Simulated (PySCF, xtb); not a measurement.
HOS, SMILES O[S], multiplicity 2.

Harmonic wavenumbers (cm⁻¹) from GFN2-xTB in xtb 6.7.1 at its own minimum, in rising order: 798, 1059, 3472.

Problem. What does PBE0-D3(BJ)/def2-TZVPD in PySCF 2.14.0 give at its own minimum? (The exact figures need the calculation; the answer reports its results.)

Solution. 884, 1178, 3789. Paired by order, the mean absolute difference is 174 cm⁻¹ and the zero-point energies are 7.6 and 8.4 kcal/mol.
